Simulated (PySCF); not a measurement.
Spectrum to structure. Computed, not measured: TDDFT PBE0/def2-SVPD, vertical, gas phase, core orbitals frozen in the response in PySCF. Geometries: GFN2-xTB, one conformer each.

```csv
state,ν̃ (cm⁻¹),f,"main configurations (H = HOMO, L = LUMO)"
S1,42460,0.642,H→L (96%)
S2,43730,0.0010,H-1→L (89%)
S3,45640,0.046,H→L+1 (94%)
S4,45930,0.0048,H→L+2 (97%)
S5,47990,0.022,H→L+3 (96%)
S6,53000,0.0022,H→L+4 (89%)
```

Triplets computed (Tamm–Dancoff): 3.59, 4.13 eV.

Orbital energies (eV): HOMO-3 -9.68, HOMO-2 -7.93, HOMO-1 -7.83, HOMO -6.27, LUMO -0.44, LUMO+1 0.18, LUMO+2 0.57.

Question: Which candidate is it? All have the formula C5H7NO2.
A. `C=CO/C=C\NC=O`
B. `C=C(/C=N/C)C(=O)O`
C. `COCc1ccno1`
D. `CCC(=O)OCC#N`

Answer: A. Its S1 lies at 5.26 eV; the nearest of the others has S1 at 5.89 eV. S1 is HOMO→LUMO (96%). Löwdin shares by element: HOMO carbon 37% or more, oxygen 17% or more, nitrogen 14% (atoms not listed hold the other 32%); LUMO carbon 55% or more, oxygen 16% or more (atoms not listed hold the other 29%). At the same level the other candidates give, for their lowest levels:
- `CCC(=O)OCC#N`: 6.03 eV (f 0.001); 7.36 eV (f 0.026); 7.51 eV (f 0.018); 7.95 eV (f 0.042); 8.05 eV (f 0.001); T1 5.49 eV; HOMO -8.72, LUMO -0.48 eV
- `COCc1ccno1`: 5.89 eV (f 0.024); 6.27 eV (f 0.028); 6.47 eV (f 0.169); 7.03 eV (f 0.016); 7.27 eV (f 0.014); T1 4.18 eV; HOMO -7.68, LUMO -0.72 eV
- `C=C(/C=N/C)C(=O)O`: 3.80 eV (f 0.001); 4.75 eV (f 0.000); 5.09 eV (f 0.173); 5.76 eV (f 0.000); 6.42 eV (f 0.093); T1 2.95 eV; HOMO -7.38, LUMO -2.10 eV

Conformer computed: `[CH2:1]=[CH:2][O:3]/[CH:4]=[CH:5]\[NH:6][CH:7]=[O:8]`: C1–C2–O3–C4 180°, C2–O3–C4–C5 180°, C4–C5–N6–C7 180°, C5–N6–C7–O8 0°.
